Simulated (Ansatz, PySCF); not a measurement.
Gas-phase reaction in SMILES: Fc1cnccn1 [2-fluoropyrazine] + 5 C (CH4) + 2 N (NH3) → C=C (C2H4) [ethene] + 2 C=N (CH3N) + CC (C2H6) + CF (CH3F) [fluoromethane] + 2 CN (CH5N) [methanamine]
Structures are relaxed separately at B3LYP-D3(BJ)/def2-TZVP in Ansatz (an electronic-structure program). Frequencies are from Ansatz or PySCF. Unstable Hartree-Fock reference: Fc1cnccn1.

Quantity: bond separation energy (enthalpy at 298 K, with B3LYP-D3(BJ) rigid-rotor harmonic-oscillator terms), in kJ/mol. Cores are frozen in the correlated levels unless marked. Spin-orbit coupling is left out. Non-relativistic. CBS marks a two-point X^-3 extrapolation of the correlation energy; Hartree-Fock from the larger set. The bracket is a focal-point correction in the basis named.

```json
[
 {"level": "revPBE-D4/def2-TZVPD", "program": "Ansatz + dftd4", "bond separation energy (kJ/mol)": "___"},
 {"level": "PBE0-D4/def2-TZVPD", "program": "Ansatz + dftd4", "bond separation energy (kJ/mol)": "___"},
 {"level": "PBE0/def2-TZVP", "program": "Ansatz", "bond separation energy (kJ/mol)": "___"},
 {"level": "HSE06/def2-TZVPD", "program": "Ansatz", "bond separation energy (kJ/mol)": "355.8"},
 {"level": "wB97M-V/def2-TZVPD", "program": "Ansatz", "bond separation energy (kJ/mol)": "338.9"},
 {"level": "SCS-MP2/aug-cc-pVTZ", "program": "Ansatz", "bond separation energy (kJ/mol)": "335.4"},
 {"level": "CCSD/aug-cc-pVTZ", "program": "Ansatz", "bond separation energy (kJ/mol)": "___"},
 {"level": "RI-MP2/CBS(cc-pVTZ,cc-pVQZ)+[CCSD(T)-MP2]/cc-pVTZ", "program": "Ansatz", "bond separation energy (kJ/mol)": "332.6"}
]
```

Problem. Some entries are withheld; supply them.

Solution. 
- revPBE-D4/def2-TZVPD, bond separation energy (kJ/mol): 365.1
- PBE0-D4/def2-TZVPD, bond separation energy (kJ/mol): 359.9
- PBE0/def2-TZVP, bond separation energy (kJ/mol): 358.2
- CCSD/aug-cc-pVTZ, bond separation energy (kJ/mol): 314.0
